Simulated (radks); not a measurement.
All-electron atom: N2+ in [He] 2s2 2p1.

All-electron calculation, Dirac Kohn-Sham, Slater X-alpha with alpha = 0.924, spin-unpolarised, spherical densities, point nucleus; open shells are shared between the two j in proportion to 2j + 1. Program: a radial shooting solver on a logarithmic mesh with Libxc functionals.

Energy parts (hartree):
| part | energy |
|---|---|
| total | -54.05617 |
| kinetic | 54.12311 |
| electron-nucleus | -119.93161 |
| Hartree | 18.73083 |
| exchange | -6.97849 |

Orbitals (lengths in bohr, moments of r in powers of bohr):
\begin{tabular}{lrrr}
orbital & occ. & eigenvalue (hartree) & <1/r> \\ \hline
1s1/2 & 2 & -16.14567 & 6.701 \\
2s1/2 & 2 & -1.92789 & 1.271 \\
2p1/2 & 0.333333 & -1.50522 & 1.190 \\
2p3/2 & 0.666667 & -1.50397 & 1.189 \\
\end{tabular}

The highest occupied level is 2p3/2 at -40.925 eV. Summed over all electrons, <r^2> = 4.681 bohr^2, which gives a Langevin (diamagnetic) susceptibility term of -3.71 x 10^-6 cm^3/mol. The density falls to 0.001 e/bohr^3 at r = 2.62 bohr.
